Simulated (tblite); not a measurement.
C5H9O2S (doublet state).
Atom-mapped SMILES: `[CH3:1]/[CH:2]=[C:3](\[CH2:4][O:5])[S@:6]([CH3:7])=[O:8]` (hydrogens: H9, H10, H11 on C1; H12 on C2; H13, H14 on C4; H15, H16, H17 on C7)
Bond orders are those of one Lewis drawing.

Computed with GFN2-xTB (tblite), gas phase: L-BFGS steps from a force-field or distance-geometry start until the largest atomic force falls under 0.01 eV/Å.

Step 32: E = -721.8814 eV
```
atom  x, y, z in Å  |  force x, y, z in eV/Å
C1     -2.3852   -1.1269   -0.0251    0.045   0.026   0.006
C2     -0.9822   -1.0306   -0.5250   -0.003   0.028  -0.029
C3     -0.1412   -0.0217   -0.3755    0.003   0.014  -0.006
C4     -0.2994    1.3046    0.3653   -0.036  -0.023  -0.032
O5      0.3299    1.3550    1.5219   -0.073  -0.023  -0.005
S6      1.5155   -0.1944   -1.1537    0.037  -0.021   0.034
C7      2.5053    0.1108    0.3625    0.001  -0.011   0.008
O8      1.7015    0.9626   -2.0258    0.016  -0.011   0.030
H9     -2.6022   -2.1416    0.3049    0.026   0.056   0.014
H10    -3.0690   -0.8904   -0.8433    0.009  -0.015   0.059
H11    -2.5587   -0.4354    0.7955   -0.048  -0.022  -0.008
H12    -0.6474   -1.8839   -1.1048   -0.015   0.028  -0.018
H13    -1.3985    1.3723    0.5416    0.024  -0.006  -0.018
H14    -0.0414    2.1308   -0.3344    0.026  -0.047   0.040
H15     2.6731    1.1786    0.4674    0.001  -0.031  -0.041
H16     1.9452   -0.2549    1.2175   -0.006   0.005  -0.015
H17     3.4479   -0.4228    0.2760   -0.006   0.054  -0.020
```

Step 33: E = -721.8827 eV
```
atom  x, y, z in Å  |  force x, y, z in eV/Å
C1     -2.3857   -1.1265   -0.0230    0.067   0.030  -0.003
C2     -0.9828   -1.0287   -0.5272   -0.022   0.019  -0.036
C3     -0.1404   -0.0200   -0.3817   -0.028  -0.021   0.033
C4     -0.2967    1.3045    0.3652   -0.033  -0.059  -0.045
O5      0.3275    1.3453    1.5246   -0.068  -0.016  -0.004
S6      1.5172   -0.1949   -1.1545    0.026  -0.029   0.013
C7      2.5029    0.1122    0.3630   -0.015  -0.009  -0.004
O8      1.7050    0.9616   -2.0271    0.023  -0.007   0.025
H9     -2.5992   -2.1421    0.3097    0.033   0.090   0.006
H10    -3.0731   -0.8932   -0.8401    0.029  -0.019   0.079
H11    -2.5574   -0.4328    0.7971   -0.048  -0.042  -0.025
H12    -0.6508   -1.8827   -1.1087   -0.016   0.042  -0.009
H13    -1.3960    1.3710    0.5365    0.007   0.008  -0.018
H14    -0.0318    2.1298   -0.3316    0.027  -0.021   0.042
H15     2.6645    1.1801    0.4667    0.023   0.000  -0.037
H16     1.9432   -0.2530    1.2175   -0.025  -0.013   0.005
H17     3.4465   -0.4184    0.2788    0.019   0.047  -0.023
```

Step 34: E = -721.8844 eV
```
atom  x, y, z in Å  |  force x, y, z in eV/Å
C1     -2.3852   -1.1253   -0.0200    0.072   0.030  -0.011
C2     -0.9840   -1.0257   -0.5313   -0.035   0.004  -0.039
C3     -0.1396   -0.0178   -0.3902   -0.043  -0.062   0.070
C4     -0.2933    1.3030    0.3642   -0.018  -0.092  -0.045
O5      0.3231    1.3301    1.5282   -0.057  -0.008   0.002
S6      1.5201   -0.1959   -1.1557    0.000  -0.038  -0.020
C7      2.4991    0.1142    0.3638   -0.032  -0.002  -0.016
O8      1.7104    0.9598   -2.0287    0.032  -0.004   0.020
H9     -2.5939   -2.1411    0.3168    0.041   0.106   0.003
H10    -3.0785   -0.8977   -0.8340    0.041  -0.017   0.080
H11    -2.5563   -0.4297    0.7990   -0.038  -0.049  -0.032
H12    -0.6560   -1.8802   -1.1147   -0.015   0.047  -0.005
H13    -1.3921    1.3697    0.5290   -0.024   0.029  -0.021
H14    -0.0169    2.1276   -0.3268    0.025   0.017   0.037
H15     2.6522    1.1824    0.4651    0.048   0.040  -0.029
H16     1.9393   -0.2505    1.2173   -0.044  -0.034   0.028
H17     3.4448   -0.4108    0.2828    0.049   0.032  -0.023
```

Question: Estimate the geometry and energy of step 35. (The exact step hangs on the optimiser's Hessian estimate; all steps are aligned on step 34, rigid shifts and turns removed.)

Answer: E = -721.8868 eV, largest force 0.140 eV/Å
```
atom  x, y, z in Å  |  force x, y, z in eV/Å
C1     -2.3835   -1.1229   -0.0159    0.050   0.024  -0.016
C2     -0.9866   -1.0215   -0.5381   -0.038  -0.015  -0.033
C3     -0.1396   -0.0157   -0.4012   -0.031  -0.097   0.096
C4     -0.2896    1.2993    0.3620    0.004  -0.103  -0.026
O5      0.3151    1.3083    1.5328   -0.047   0.000   0.011
S6      1.5241   -0.1978   -1.1572   -0.034  -0.043  -0.055
C7      2.4940    0.1171    0.3651   -0.041   0.007  -0.025
O8      1.7190    0.9569   -2.0306    0.039  -0.004   0.014
H9     -2.5857   -2.1377    0.3269    0.048   0.089   0.008
H10    -3.0859   -0.9043   -0.8239    0.039  -0.006   0.053
H11    -2.5554   -0.4259    0.8012   -0.017  -0.034  -0.023
H12    -0.6633   -1.8761   -1.1232   -0.011   0.036  -0.013
H13    -1.3879    1.3688    0.5181   -0.059   0.057  -0.029
H14     0.0036    2.1247   -0.3190    0.015   0.048   0.032
H15     2.6370    1.1861    0.4626    0.068   0.073  -0.016
H16     1.9341   -0.2477    1.2179   -0.053  -0.050   0.041
H17     3.4437   -0.3996    0.2874    0.068   0.016  -0.019
```

The energy changes by -0.0024 eV. The first-order estimate −F·Δx gives -0.0032 eV and the mean of the old and new forces, exact on a quadratic surface, -0.0024 eV. The step makes an angle of 77° with the force vector and moves no atom by more than 0.024 Å.

The cost below is that of the whole relaxation. On one thread, Arm Neoverse V2 (aarch64), shared host with 32 logical CPUs at a one-minute load of 24, this took 0.9 s of wall time.
